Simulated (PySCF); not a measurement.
Si(H)2(OH)(OSiH3) (H₆O₂Si₂), SMILES O[SiH2]O[SiH3].

Geometry: PBE-D3(BJ)/def2-SVP. Other conformers were not sampled.

Level of theory: PBE-D3(BJ)/def2-SVP (PySCF).

Frequencies are harmonic and unscaled.

Task: Give all harmonic wavenumbers and intensities. (Estimate from the structure and the level; the computed values follow.)

Result: 
| mode | ν (cm⁻¹) | IR (km/mol) | Raman (Å⁴/amu) | depolarisation | moving atoms (share of kinetic energy) |
|---|---|---|---|---|---|
| 1 | 36 | 1.6 | 0.2 | 0.73 | O 50 %, H 30 %, Si 20 % |
| 2 | 55 | 0.2 | 0.2 | 0.55 | H 81 %, O 17 % |
| 3 | 105 | 2.6 | 0.2 | 0.22 | O 45 %, Si 30 %, H 26 % |
| 4 | 256 | 55.4 | 4.5 | 0.74 | H 71 %, O 21 %, Si 9 % |
| 5 | 335 | 87.0 | 1.2 | 0.73 | O 59 %, H 28 %, Si 13 % |
| 6 | 589 | 2.6 | 20.0 | 0.28 | Si 63 %, H 21 %, O 16 % |
| 7 | 622 | 66.8 | 6.3 | 0.71 | H 80 %, Si 14 % |
| 8 | 697 | 61.3 | 16.4 | 0.75 | H 85 %, Si 9 % |
| 9 | 708 | 25.7 | 10.0 | 0.67 | H 83 %, Si 9 % |
| 10 | 751 | 40.4 | 9.0 | 0.56 | H 87 %, O 10 % |
| 11 | 819 | 127.7 | 5.4 | 0.52 | O 46 %, H 40 %, Si 14 % |
| 12 | 877 | 84.7 | 10.4 | 0.70 | H 71 %, O 20 %, Si 9 % |
| 13 | 902 | 502.4 | 10.2 | 0.75 | H 84 %, Si 13 % |
| 14 | 910 | 43.8 | 24.8 | 0.75 | H 95 % |
| 15 | 917 | 85.9 | 22.2 | 0.74 | H 96 % |
| 16 | 937 | 153.7 | 8.7 | 0.60 | H 75 %, Si 19 % |
| 17 | 973 | 149.3 | 16.3 | 0.75 | H 79 %, Si 17 % |
| 18 | 1046 | 323.9 | 2.6 | 0.71 | O 73 %, Si 17 %, H 10 % |
| 19 | 2156 | 87.1 | 111.1 | 0.12 | H 97 % |
| 20 | 2166 | 132.6 | 110.3 | 0.34 | H 96 % |
| 21 | 2181 | 102.1 | 136.8 | 0.36 | H 97 % |
| 22 | 2188 | 139.0 | 179.9 | 0.14 | H 97 % |
| 23 | 2205 | 127.2 | 118.4 | 0.22 | H 96 % |
| 24 | 3764 | 75.1 | 95.0 | 0.27 | H 94 % |
